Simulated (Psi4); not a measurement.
Br$_{3}$In (SMILES [Br][In]([Br])[Br]), singlet, at a GFN2-xTB geometry (such geometries of metal compounds can be far from the true shape) (all electrons, no relativity); PBE/STO-3G (Psi4).

Here is a job for Psi4.
```
memory 2 GB

molecule {
0 1
  In   -0.00000000   -0.00000000   -0.00000000
  Br   -1.98881671   -1.48844692   -0.19430253
  Br    0.00646487    2.22371074   -1.12413895
  Br    1.98235183   -0.73526381    1.31844148
}

set basis sto-3g
set scf_type pk

energy('pbe')
print_variables()
```

It wrote (shortened):

```
   => Loading Basis Set <=

    Name: STO-3G
    Role: ORBITAL
    Keyword: BASIS

         ---------------------------------------------------------
                                   SCF
               by Justin Turney, Rob Parrish, Andy Simmonett
                          and Daniel G. A. Smith
                              RKS Reference
         ---------------------------------------------------------

  ==> Geometry <==

    Molecular point group: c2v
    Full point group: C1v

    Geometry (in Angstrom), charge = 0, multiplicity = 1:

       Center              X                  Y                   Z               Mass
    ------------   -----------------  -----------------  -----------------  -----------------
         IN          -0.000000000000     0.000000000000    -0.000000000998   114.903878776000
         BR           0.000000000000     0.000000000000    -2.491710176479    78.918337600000
         BR          -0.000000000000     2.157884313031     1.245855088966    78.918337600000
         BR           0.000000000000    -2.157884313031     1.245855088966    78.918337600000

  Running in c2v symmetry.

  Rotational constants: A =      0.02294  B =      0.02294  C =      0.01147 [cm^-1]
  Rotational constants: A =    687.62706  B =    687.62706  C =    343.81353 [MHz]
  Nuclear repulsion = 1543.279393855242915

  Charge       = 0
  Multiplicity = 1
  Electrons    = 154
  Nalpha       = 77
  Nbeta        = 77

  ==> Algorithm <==

  SCF Algorithm Type is PK.
  DIIS enabled.
  MOM disabled.
  Fractional occupation disabled.
  Guess Type is SAD.
  Energy threshold   = 1.00e-06
  Density threshold  = 1.00e-06
  Integral threshold = 1.00e-12

  ==> Primary Basis <==

  Basis Set: STO-3G
    Blend: STO-3G
    Number of shells: 35
    Number of basis functions: 81
    Number of Cartesian functions: 86
    Spherical Harmonics?: true
    Max angular momentum: 2

  ==> DFT Potential <==

   => LibXC <=

    Version 7.1.2
    S. Lehtola, C. Steigemann, M. J. T. Oliveira, and M. A. L. Marques,  SoftwareX 7, 1–5 (2018) (10.1016/j.softx.2017.11.002)

   => Composite Functional: PBE <=

    PBE GGA Exchange-Correlation Functional

    J.P. Perdew et. al., Phys. Rev. Lett., 77(18), 3865-3868, 1996

    Deriv               =              1
    GGA                 =           TRUE
    Meta                =          FALSE

    Exchange Hybrid     =          FALSE
    MP2 Hybrid          =          FALSE

   => Exchange Functionals <=

    1.0000     XC_GGA_X_PBE

   => Correlation Functionals <=

    1.0000     XC_GGA_C_PBE

   => LibXC Density Thresholds  <==

    XC_GGA_C_PBE:  1.00E-12
    XC_GGA_X_PBE:  1.00E-15

   => Molecular Quadrature <=

    Radial Scheme          =       TREUTLER
    Pruning Scheme         =           NONE
    Nuclear Scheme         =       TREUTLER

    Blocking Scheme        =         OCTREE
    BS radius alpha        =              1
    Pruning alpha          =              1
    Radial Points          =             75
    Spherical Points       =            302
    Total Points           =          78560
    Total Blocks           =            684
    Max Points             =            255
    Max Functions          =             56
    Weights Tolerance      =       1.00E-15

  ==> Integral Setup <==

  Using in-core PK algorithm.
   Calculation information:
      Number of atoms:                   4
      Number of AO shells:              35
      Number of primitives:            105
      Number of atomic orbitals:        86
      Number of basis functions:        81

      Integral cutoff                 1.00e-12
      Number of threads:                 1

  Performing in-core PK
  Using 11032362 doubles for integral storage.
  We computed 78254 shell quartets total.
  Whereas there are 198765 unique shell quartets.

  ==> DiskJK: Disk-Based J/K Matrices <==

    J tasked:                  Yes
    K tasked:                   No
    wK tasked:                  No
    Schwarz Cutoff:          1E-12

  Minimum eigenvalue in the overlap matrix is 3.4309763996E-01.
  Reciprocal condition number of the overlap matrix is 1.9720810753E-01.
    Using symmetric orthogonalization.

  ==> Pre-Iterations <==

  SCF Guess: Superposition of Atomic Densities via on-the-fly atomic UHF (no occupation information).

   -------------------------
    Irrep   Nso     Nmo
   -------------------------
     A1        35      35
     A2         8       8
     B1        15      15
     B2        23      23
   -------------------------
    Total      81      81
   -------------------------

  ==> Iterations <==

                        Total Energy        Delta E     RMS |[F,P]|

   @RKS iter SAD: -13316.74689379402116   -1.33167e+04   0.00000e+00
   @RKS iter   1: -13321.02469404802105   -4.27780e+00   9.43561e-03 ADIIS/DIIS
   @RKS iter   2: -13320.84065767881111    1.84036e-01   1.26313e-02 ADIIS/DIIS
   @RKS iter   3: -13321.15499139676831   -3.14334e-01   1.21419e-03 ADIIS/DIIS
   @RKS iter   4: -13321.15834252268905   -3.35113e-03   1.48677e-04 ADIIS/DIIS
   @RKS iter   5: -13321.15839740687443   -5.48842e-05   4.89860e-05 DIIS
   @RKS iter   6: -13321.15840420072891   -6.79385e-06   1.04748e-07 DIIS
   @RKS iter   7: -13321.15840420074892   -2.00089e-11   2.88587e-08 DIIS
  Energy and wave function converged.

  ==> Post-Iterations <==

   Electrons on quadrature grid:
      Ntotal   =  154.0000106788 ; deviation = 1.068e-05

    Orbital Energies [Eh]
    ---------------------

    Doubly Occupied:

       1A1  -974.017307     2A1  -475.400843     3A1  -475.400838
       1B2  -475.400838     4A1  -140.724839     1B1  -133.758881
       5A1  -133.756628     2B2  -133.756628     6A1   -59.621875
       7A1   -59.621860     3B2   -59.621857     8A1   -54.943289
       4B2   -54.943284     9A1   -54.943283     2B1   -54.939694
       3B1   -54.939690     1A2   -54.939689     5B2   -54.939164
      10A1   -54.939159     6B2   -54.939159    11A1   -25.307422
       4B1   -22.741004     7B2   -22.732928    12A1   -22.732928
      13A1   -15.204952     5B1   -15.202197     2A2   -15.202195
      14A1   -15.196785     8B2   -15.196782    15A1    -7.623997
      16A1    -7.623976     9B2    -7.623973    17A1    -5.640844
      18A1    -5.640824    10B2    -5.640820     6B1    -5.626231
       7B1    -5.626026     3A2    -5.626015    19A1    -5.624069
      11B2    -5.624067    12B2    -5.623966    20A1    -3.425152
       8B1    -2.406759    21A1    -2.396604    13B2    -2.396591
      22A1    -1.427345    14B2    -1.427322    23A1    -1.427144
       9B1    -1.423939    10B1    -1.423728     4A2    -1.423701
      24A1    -1.422507    15B2    -1.422499    16B2    -1.422380
       5A2    -1.413350    11B1    -1.413321     6A2    -1.413321
      17B2    -1.413253    25A1    -1.413253    26A1    -1.413244
      27A1    -0.571697    28A1    -0.560792    18B2    -0.560792
      29A1    -0.284352    30A1    -0.248465    19B2    -0.248456
      31A1    -0.224110    12B1    -0.219442     7A2    -0.219394
      32A1    -0.201387    20B2    -0.201379    13B1    -0.180607
      14B1    -0.149046     8A2    -0.149044    21B2    -0.146986
      33A1    -0.138716    22B2    -0.138712

    Virtual:

      15B1     0.014443    34A1     0.022233    23B2     0.185591
      35A1     0.185596

    Final Occupation by Irrep:
             A1    A2    B1    B2
    DOCC [    33,    8,   14,   22 ]
    NA   [    33,    8,   14,   22 ]
    NB   [    33,    8,   14,   22 ]

  @RKS Final Energy: -13321.15840420074892

   => Energetics <=

    Nuclear Repulsion Energy =           1543.2793938552429154
    One-Electron Energy =              -21638.6731333343450387
    Two-Electron Energy =                7204.9098620545692029
    DFT Exchange-Correlation Energy =    -430.6745267762170215
    Empirical Dispersion Energy =           0.0000000000000000
    VV10 Nonlocal Energy =                  0.0000000000000000
    Total Energy =                     -13321.1584042007489188

Computation Completed

Properties will be evaluated at   0.000000,   0.000000,   0.000000 [a0]

Properties computed using the SCF density matrix

 Multipole Moments:

 ------------------------------------------------------------------------------------
     Multipole            Electronic (a.u.)      Nuclear  (a.u.)        Total (a.u.)
 ------------------------------------------------------------------------------------

 L = 1.  Multiply by 2.5417464519 to convert [e a0] to [Debye]
 Dipole X            :          0.0000000            0.0000000            0.0000000
 Dipole Y            :          0.0000000            0.0000000            0.0000000
 Dipole Z            :          0.0000106            0.0000000            0.0000106
 Magnitude           :                                                    0.0000106

 ------------------------------------------------------------------------------------

  Variable Map:
  ----------------------------------------------------------------------------
  "CURRENT ENERGY"              =>  -13321.158404200749
  "CURRENT REFERENCE ENERGY"    =>  -13321.158404200749
  "DD SOLVATION ENERGY"         =>       0.000000000000
  "DFT FUNCTIONAL TOTAL ENERGY" =>  -13321.158404200749
  "DFT TOTAL ENERGY"            =>  -13321.158404200749
  "DFT VV10 ENERGY"             =>       0.000000000000
  "DFT XC ENERGY"               =>    -430.674526776217
  "GRID ELECTRONS ALPHA"        =>      77.000005339381
  "GRID ELECTRONS BETA"         =>      77.000005339381
  "GRID ELECTRONS TOTAL"        =>     154.000010678762
  "NUCLEAR REPULSION ENERGY"    =>    1543.279393855243
  "ONE-ELECTRON ENERGY"         =>  -21638.673133334345
  "PCM POLARIZATION ENERGY"     =>       0.000000000000
  "PE ENERGY"                   =>       0.000000000000
  "SCF ITERATION ENERGY"        =>  -13321.158404200749
  "SCF ITERATIONS"              =>       7.000000000000
  "SCF TOTAL ENERGY"            =>  -13321.158404200749
  "TWO-ELECTRON ENERGY"         =>    7204.909862054569
  "XC GRID RADIAL POINTS"       =>      75.000000000000
  "XC GRID SPHERICAL POINTS"    =>     302.000000000000
  "XC GRID TOTAL POINTS"        =>   78560.000000000000

  Array Variable Map:
  ----------------------------------------------------------------------------
  "CURRENT DIPOLE"              =>       0.000000000000 ... 0.000010592885 1 by 3
  "SCF DIPOLE"                  =>       0.000000000000 ... 0.000010592885 1 by 3
  "SCF TOTAL ENERGIES"          =>  -13316.746893794021 ... -13321.158404200749 1 by 8
```
